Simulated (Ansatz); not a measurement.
C₂H₂Cl₂, charge -1, doublet, geometry from GFN2-xTB (a state made from the parent by changing its charge; the spin is typed, not shown lowest) (a gas-phase anion, which may not be bound at this level); HF/STO-3G run with Ansatz (a first-principles code).

Here is a job for Ansatz.
Ansatz 0.2 input:
```yaml
crystal:
  periodic: [false, false, false]
  atoms:
    - {symbol: Cl, position_ang: [2.51738228, 0.38335657, 0.05084460]}
    - {symbol: C, position_ang: [0.47315666, -0.40519263, -0.04298517]}
    - {symbol: C, position_ang: [-0.47155802, 0.40285357, -0.07244341]}
    - {symbol: Cl, position_ang: [-2.51803969, -0.38239467, -0.00337676]}
    - {symbol: H, position_ang: [0.66593518, -1.44781262, -0.01866378]}
    - {symbol: H, position_ang: [-0.66435104, 1.44549478, -0.09571796]}
basis:
  gaussian:
    orbitals: STO-3G
hamiltonian:
  xc: hf
total_charge: -1
magnetization: {spin_polarized: true, initial_magnetization: 1}
scf: {lower_state_search: full}
```

Q: Predict the main parts of the log of this Ansatz run.

A: 
```
Functional definition: HF
355 factors; integrals over basis functions are off by at most 2.7e-5 eV
mean field evaluation 1: about -26798.7323 eV, gradient 1.3e1 eV
mean field evaluation 2: about -26798.8490 eV, gradient 1.3e1 eV
mean field evaluation 4: about -26800.9503 eV, gradient 1.3e0 eV
mean field evaluation 8: about -26801.0101 eV, gradient 2.2e-2 eV
mean field evaluation 16: about -26801.0120 eV, gradient 1.5e-2 eV
mean field evaluation 32: about -26800.8424 eV, gradient 1.5e0 eV
mean field evaluation 64: about -26800.5731 eV, gradient 2.8e0 eV
mean field evaluation 96: about -26800.8729 eV, gradient 5.5e-1 eV
mean field evaluation 128: about -26800.8970 eV, gradient 1.1e-1 eV
mean field -26801.01206958 eV, -984.9190271786 hartree, gradient 9.8e-6 eV, S^2 0.809524; 6 other end points of the search recorded, 0 dependent functions left out
reference -26801.01206958 eV, -984.9190271786 hartree; 25, 24 occupied and 5, 6 virtual orbitals, 355 factors
Total energy: -26801.01206958 eV, -984.9190271786 hartree
```
